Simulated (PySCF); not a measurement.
trichloro(chlorosilyl)silane (Cl4H2Si2), SMILES [SiH2](Cl)[Si](Cl)(Cl)Cl.

The structure is a stationary point at PBE-D3(BJ)/def2-SVP. The values are those of a single conformer.

Level of theory: PBE-D3(BJ)/def2-SVP run with PySCF 2.14.0.

Frequencies are harmonic and unscaled.

Computed normal modes with their intensities:
```tsv
mode	ν (cm⁻¹)	IR (km/mol)	moving atoms (share of kinetic energy)
1	35	0.7	Cl 76 %, Si 17 %
2	53	1.0	Cl 94 %
3	94	0.1	Cl 51 %, Si 34 %, H 16 %
4	128	0.3	Cl 87 %, Si 13 %
5	166	2.7	Cl 84 %, Si 13 %
6	175	5.8	Cl 76 %, Si 23 %
7	209	18.1	Cl 53 %, Si 46 %
8	356	7.5	Cl 63 %, Si 34 %
9	468	24.4	H 74 %, Si 18 %, Cl 8 %
10	520	119.1	Si 59 %, Cl 39 %
11	561	30.0	Si 63 %, Cl 30 %
12	590	96.9	Si 62 %, Cl 30 %, H 8 %
13	590	139.8	Si 67 %, Cl 32 %
14	666	19.6	H 92 %
15	792	175.5	H 85 %, Si 15 %
16	892	80.9	H 96 %
17	2171	56.4	H 98 %
18	2188	64.8	H 95 %
```
